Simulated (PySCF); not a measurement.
## Sn: ionisation energy

Sn [Kr] 4d10 5s2 5p2 (3P) → Sn⁺ [Kr] 4d10 5s2 5p1 (2P), as a difference of total energies. All numbers are calculated (PySCF 2.14, scalar relativity by spin-free X2C-1e, in aug-cc-pVTZ-DK3). Correlated levels: valence: [Kr] 4d10 frozen. The calculations carry no spin-orbit coupling.

| method | ionisation energy (eV) | error (eV) |
| --- | --- | --- |
| UHF | 6.851 | -0.538 |
| LDA | 7.420 | +0.031 |
| PBE | 7.264 | -0.125 |
| PBE0 | 7.310 | -0.079 |
| r2SCAN | 7.403 | +0.014 |
| wB97X-V | 7.143 | -0.246 |
| BP86 | 7.382 | -0.007 |
| wB97M-V | 7.206 | -0.183 |
| r2SCANh | 7.411 | +0.022 |
| MP2 (valence) | 7.156 | -0.233 |
| SCS-MP2 (valence) | 7.090 | -0.299 |

Reference: 7.389 eV (measured; NIST levels, between the centres of gravity of the two terms).

Errors of the correlated levels include the incompleteness of this basis and the frozen core.
